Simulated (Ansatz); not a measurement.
Ansatz (a first-principles code) input (HF/aug-cc-pVQZ):

Ansatz 0.2 input:
```yaml
crystal:
  periodic: [false, false, false]
  atoms:
    - {symbol: C, position_ang: [1.47166381, -0.13742564, -0.16023886]}
    - {symbol: C, position_ang: [0.24591742, -0.00505859, -0.03640495]}
    - {symbol: O, position_ang: [-1.10612656, 0.18015862, 0.07910224]}
    - {symbol: H, position_ang: [-1.45647492, -0.58636359, 0.54704496]}
basis:
  gaussian:
    orbitals: aug-cc-pVQZ
hamiltonian:
  xc: hf
total_charge: -1
```

End of the output:

```
integrals: 0.12 GiB planned
856 factors; their error is unknown
mean field: 0.94 GiB planned
mean field evaluation 1: about -4107.3582 eV, gradient 4.0e1 eV
mean field evaluation 2: about -4109.1055 eV, gradient 3.6e1 eV
mean field evaluation 4: about -4111.9463 eV, gradient 1.5e0 eV
mean field evaluation 8: about -4111.9599 eV, gradient 6.0e-2 eV
mean field -4111.97560676 eV, -151.1123163513 hartree, gradient 1.4e-5 eV, S^2 0.000000; 0 other end points of the search recorded, 0 dependent functions left out
reference -4111.97560676 eV, -151.1123163513 hartree; 11, 11 occupied and 275, 275 virtual orbitals, 856 factors
Total energy: -4111.97560676 eV, -151.1123163513 hartree
```

It need not be the lowest isomer of its formula. Whether it binds its extra electron was not tested at this geometry.
